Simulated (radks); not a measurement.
Numerical settings for neutral titanium, [Ar] 3d2 4s2. All-electron calculation, Dirac Kohn-Sham, LDA (Slater exchange, Perdew-Wang correlation), spin-unpolarised, spherical densities, point nucleus; open shells fill j = l - 1/2 first. Program: a radial shooting solver on a logarithmic mesh with Libxc functionals. The defaults (mesh step 0.008 in ln r, mesh end at 40 bohr or more with all orbitals vanishing there, Anderson mixing 0.5 over 9 steps, residual threshold near 1e-9 with the energy settled to 1e-9 hartree or 1e-11 of itself, here a cap of 65 iterations) give E = -851.7352 hartree and 3d3/2 at -4.479 eV in 13 iterations. Run on one thread of a shared host, so times are rough (Arm Neoverse N1): 0.12 s of CPU time, 0.12 s wall, 13 iterations on 2669 mesh points. Changes against that run (0 stands for a change within the tolerance of the run):

setting                    iterations  converged  E (mhartree)  e(3d3/2) (meV)  CPU (s)
mesh step in ln r 0.03             13        yes             0               0     0.04
mesh step in ln r 0.012            13        yes             0               0     0.09
mesh step in ln r 0.005            13        yes             0               0     0.18
mesh end (bohr) 400                13        yes             0               0     0.13
mesh end (bohr) 8                  14        yes         +7.34            +347     0.12
residual threshold 1e-13           18        yes             0               0     0.14
residual threshold 1e-05            8        yes             0         -0.0887     0.09
mixing 1.5                         14        yes             0               0     0.14
linear mixing, mixing 0.2          65         no             0               0     0.36
linear mixing, mixing 0.8          65         no             0           +1.03     0.43
mixing history 2                   17        yes             0               0     0.14
iteration cap 3                     3         no        +0.798            -244     0.04

Settings that end as converged yet miss the energy by more than 1 mhartree: mesh end (bohr) 8 (+0.00734 hartree). A mesh that ends early acts as a hard wall.
